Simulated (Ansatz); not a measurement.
Geometry optimisation, Ansatz 0.2.0, RKS PBE/def2-SVPD.

Input file:

```yaml
crystal:
  periodic: [false, false, false]
  atoms:
    - { symbol: Al, position_ang: [-0.97425, 0.59424, 1.28399] }
    - { symbol: O, position_ang: [-0.00846, 0.04106, 0.02242] }
    - { symbol: Al, position_ang: [0.98195, -0.50247, -1.24082] }
    - { symbol: Cl, position_ang: [0.79946, -2.33359, -2.06846] }
    - { symbol: H, position_ang: [-1.96669, -0.38389, 1.92424] }
    - { symbol: H, position_ang: [-0.82589, 2.04726, 1.7445] }
    - { symbol: H, position_ang: [1.99389, 0.53739, -1.66587] }
basis:
  gaussian: { orbitals: def2-SVPD }
hamiltonian:
  xc: pbe
relax:
  f_tol: 0.02
  max_steps: 50
```

Run as:

```bash
$ ansatz run input.yaml --threads 2 --pin off --max-ram 3072MiB --backend cpu --events-out ev --progress --plain --runs-dir out
```

Q: Where does it end, and by what steps?

A: It converged. The force dipped under the threshold on the way, but the program's further checks kept it going. After 21 steps the energy has fallen by 0.303 eV; H6 moved furthest, 1.15 Å.

```tsv
step	energy less start (eV)	largest force component (eV/Å)	accepted
0	0.0000	1.808	yes
1	-0.2348	0.398	yes
2	-0.2562	0.163	yes
3	-0.2583	0.111	yes
4	-0.2555	0.151	no
5	-0.2594	0.058	yes
6	-0.2620	0.060	yes
7	-0.2628	0.209	yes
8	-0.2654	0.110	yes
9	-0.2750	0.024	yes
10	-0.2781	0.080	yes
11	-0.2716	0.331	no
12	-0.2837	0.061	yes
13	-0.2881	0.093	yes
14	-0.2904	0.210	yes
15	-0.2944	0.143	yes
16	-0.3003	0.009	yes
17	-0.2976	0.171	no
18	-0.3022	0.025	yes
19	-0.3029	0.053	yes
20	-0.3031	0.050	yes
21	-0.3035	0.006	yes
```

```xyz
7
Properties=species:S:1:pos:R:3
Al -1.013 0.589 1.324
O 0.071 0.081 0.086
Al 1.069 -0.474 -1.179
Cl 0.219 -1.727 -2.676
H -1.159 -0.344 2.607
H -1.782 1.967 1.114
H 2.595 -0.092 -1.277
```

Whether the end is a true minimum wasn't checked by a vibrational analysis.

The run took 39 s on 2 threads of Intel(R) Xeon(R) Platinum 8375C CPU @ 2.90GHz (Ice Lake), with other jobs on the host, peak memory 0.18 GiB.
